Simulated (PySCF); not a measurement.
ScO2, SMILES [O]=[Sc]=[O] (connectivity only; charge and spin as stated), neutral, multiplicity 2.

Geometry: PBE-D3(BJ)/def2-TZVP.

Computed with M06-2X/def2-TZVPD run with PySCF.

- total energy: -911.10349 hartree
- point group: C2v
- α spin, highest occupied and lowest empty level: -9.97 and -2.30 eV
- β spin, highest occupied and lowest empty level: -8.44 and -3.36 eV
- dipole moment: 5.80 D
- quadrupole, principal values (traceless, Buckingham form, about the centre of nuclear charge): -18.94, 8.57, 10.37 D·Å
- mean static polarisability: 71.5 bohr³ (10.60 Å³)
- polarisability, principal values: 25.9, 26.1, 162.7 bohr³
- ⟨S²⟩: 0.804 (pure state 0.75)
